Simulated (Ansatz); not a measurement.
Consider the redistribution: `CS[SiH](N)Cl` + `[CH3][SnH]([F])[SH]` → `N[SiH](S)Cl` + `C[S][SnH]([CH3])[F]`.

Computed with Ansatz on PBE0-D4/def2-TZVP structures; ΔE is electronic, products minus reactants. CCSD(T)/CBS adds triple-zeta CCSD(T) − MP2 to the extrapolated MP2 energy (def2 sets, frozen cores). Functionals use def2-TZVPP. B3LYP here is the variant with VWN-RPA as its local correlation; programs differ in this. Elements past krypton have def2 core potentials. For Sn outer-core shells are correlated without core-valence functions, which leaves a few kJ/mol of doubt a bond. Each species was taken in one conformer, which may not be the lowest.

`CS[SiH](N)Cl`:

```xyz
11

C     0.542    0.141    1.787
S    -0.589    1.269    0.921
Si   -0.324    0.608   -1.063
N    -0.639   -1.061   -1.183
Cl    1.611    0.810   -1.745
H     0.329    0.237    2.851
H     0.373   -0.888    1.473
H     1.577    0.423    1.598
H    -1.160    1.524   -1.874
H    -0.207   -1.619   -1.902
H    -1.512   -1.445   -0.863
```

`[CH3][SnH]([F])[SH]`:

```xyz
9

C     1.264    0.445   -0.175
Sn   -0.522   -0.695   -0.265
F    -0.312   -1.983    1.156
S    -2.464    0.597    0.243
H     1.234    1.246   -0.914
H     1.356    0.872    0.824
H     2.117   -0.205   -0.370
H    -0.856   -1.628   -1.649
H    -1.818    1.351    1.149
```

`N[SiH](S)Cl`:

```xyz
8

N    -0.706    0.004    1.232
Si    0.183   -0.349   -0.166
S    -0.667    0.851   -1.698
Cl    2.210    0.065   -0.089
H    -0.725   -0.640    2.006
H    -0.864    0.955    1.524
H     0.101   -1.805   -0.395
H     0.467    0.919   -2.414
```

`C[S][SnH]([CH3])[F]`:

```xyz
12

C    -0.311    1.808   -1.082
S     0.680    0.499   -1.867
Sn    1.021   -0.924    0.007
C    -0.756   -1.332    1.098
F     2.055    0.115    1.270
H    -0.502    2.552   -1.855
H    -1.267    1.428   -0.723
H     0.237    2.280   -0.268
H     2.015   -2.230   -0.447
H    -1.470   -1.862    0.468
H    -1.191   -0.391    1.434
H    -0.509   -1.942    1.967
```

(1) Is it downhill or uphill in electronic energy at CCSD(T)/CBS, and by how much? (An estimate is asked.)

(2) What do these levels give: revPBE, B3LYP, BHLYP, HF/def2-SVP, CCSD(T)/def2-SVP, MP2/def2-QZVPP? (An estimate is asked.)

Largest T1 diagnostic among the species: 0.013.

Results:

(1) The calculation gave: Nearly level: ΔE = +2.0 kJ/mol.

(2) Ansatz gave: revPBE 0.9, B3LYP 2.0, BHLYP 3.4, HF/def2-SVP 3.5, CCSD(T)/def2-SVP 2.8, MP2/def2-QZVPP 2.5 kJ/mol.

Leaving LDA and LC-ωPBE aside and taking each functional with its dispersion term where it has one, the values, not all of them listed here, spread over 2.5 kJ/mol, from BLYP-D4 to B97M-V.
